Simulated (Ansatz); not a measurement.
Cost and result for the atomization energy of C₃H₉LiOSi (`[Li][O][Si](C)(C)C`) (15 atoms, 14 bonds).

```xyz
15

Li    0.916    2.834   -1.896
O     0.497    1.538   -1.028
Si    0.081    0.250   -0.167
C    -1.098    0.709    1.228
C     1.587   -0.571    0.611
C    -0.780   -1.041   -1.235
H    -0.637    1.434    1.906
H    -1.386   -0.165    1.820
H    -2.013    1.161    0.832
H     1.310   -1.451    1.200
H     2.295   -0.895   -0.158
H     2.110    0.123    1.274
H    -0.127   -1.374   -2.046
H    -1.067   -1.922   -0.654
H    -1.688   -0.630   -1.687
```

The species carries charge 0 and has multiplicity 1. Correlated methods include outer-core shells of Li, which these sets cover unevenly. The geometry is a stationary point of PBE0-D4/def2-TZVP. It is one conformer, not always the lowest. Program: Ansatz. All runs use 2 threads of an AMD EPYC 7R13 on a shared host and a share of an NVIDIA H100 80 GB. Times are those of one run each, without the atoms' runs, and a repeat can differ threefold. Electronic energies, without spin–orbit coupling; frozen cores. CCSD(T)/CBS adds CCSD(T) − MP2 in def2-TZVPP to the MP2 limit, and its time is that of the two runs behind it. T1 = 0.011. With those shells the extrapolation isn't a true limit. B3LYP takes the VWN-RPA correlation (the form of Gaussian; ORCA's B3LYP/G).

CCSD(T)/CBS is a level of theory with its own doubt, some kJ/mol a heavy atom from the limit and from the frozen cores, so smaller differences don't rank the functionals.

| level | functions | wall time |
| --- | --- | --- |
| BLYP-D4/def2-TZVPP | 311 | 6.5 s |
| LDA (SPW92)/def2-TZVPP | 311 | 7.5 s |
| PBE-D4/def2-TZVPP (with forces) | 311 | 8 s |
| CAM-B3LYP-D4/def2-TZVPP | 311 | 8 s |
| PBE-QIDH/def2-TZVPP | 311 | 9.5 s |
| BHLYP-D4/def2-TZVPP | 311 | 9.5 s |
| r2SCANh-D4/def2-TZVPP | 311 | 10 s |
| CCSD(T)/def2-SVP | 128 | 10 s |
| B3LYP-D4/def2-TZVPP (with forces) | 311 | 11 s |
| B2PLYP/def2-TZVPP | 311 | 11 s |
| MP2/def2-QZVPP | 603 | 13 s |
| CCSD(T)/def2-TZVPP | 311 | 17 s |
| CCSD(T)/CBS(def2) | – | 30 s |

What atomization energy does each give, and how far from CCSD(T)/CBS? (Estimate.)

The calculation gave: 
```json
{"level": "BLYP-D4/def2-TZVPP", "atomization (kJ/mol)": "5685.6", "difference from CCSD(T)/CBS": "-49.0", "per bond": "-3.5"}
{"level": "LDA (SPW92)/def2-TZVPP", "atomization (kJ/mol)": "6413.8", "difference from CCSD(T)/CBS": "679.2", "per bond": "48.5"}
{"level": "PBE-D4/def2-TZVPP (with forces)", "atomization (kJ/mol)": "5768.3", "difference from CCSD(T)/CBS": "33.7", "per bond": "2.4"}
{"level": "CAM-B3LYP-D4/def2-TZVPP", "atomization (kJ/mol)": "5745.2", "difference from CCSD(T)/CBS": "10.6", "per bond": "0.8"}
{"level": "PBE-QIDH/def2-TZVPP", "atomization (kJ/mol)": "5679.2", "difference from CCSD(T)/CBS": "-55.4", "per bond": "-4.0"}
{"level": "BHLYP-D4/def2-TZVPP", "atomization (kJ/mol)": "5593.3", "difference from CCSD(T)/CBS": "-141.3", "per bond": "-10.1"}
{"level": "r2SCANh-D4/def2-TZVPP", "atomization (kJ/mol)": "5701.7", "difference from CCSD(T)/CBS": "-32.9", "per bond": "-2.4"}
{"level": "CCSD(T)/def2-SVP", "atomization (kJ/mol)": "5413.1", "difference from CCSD(T)/CBS": "-321.5", "per bond": "-23.0"}
{"level": "B3LYP-D4/def2-TZVPP (with forces)", "atomization (kJ/mol)": "5715.6", "difference from CCSD(T)/CBS": "-19.0", "per bond": "-1.4"}
{"level": "B2PLYP/def2-TZVPP", "atomization (kJ/mol)": "5660.1", "difference from CCSD(T)/CBS": "-74.5", "per bond": "-5.3"}
{"level": "MP2/def2-QZVPP", "atomization (kJ/mol)": "5737.6", "difference from CCSD(T)/CBS": "3.0", "per bond": "0.2"}
{"level": "CCSD(T)/def2-TZVPP", "atomization (kJ/mol)": "5589.2", "difference from CCSD(T)/CBS": "-145.4", "per bond": "-10.4"}
{"level": "CCSD(T)/CBS(def2)", "atomization (kJ/mol)": "5734.6", "difference from CCSD(T)/CBS": "0.0", "per bond": "0.0"}
```

In def2-TZVPP, CCSD(T) changes the Hartree–Fock value by +1294.3 kJ/mol (the triples alone add +66.6 kJ/mol) and MP2 by +1355.7 kJ/mol; breaking electron pairs costs correlation energy, which Hartree–Fock lacks. From PBE to PBE0 (25 % exact exchange), in def2-TZVPP and without D4, the atomization energy moves by −60.2 kJ/mol: exact exchange takes away binding that semilocal exchange gives to molecules. At CCSD(T), def2-SVP lies −321.5 kJ/mol from the extrapolated value and def2-TZVPP −145.4 kJ/mol: correlation converges slowly with the basis, and small sets miss more of it in the bonded molecule than in its fragments.
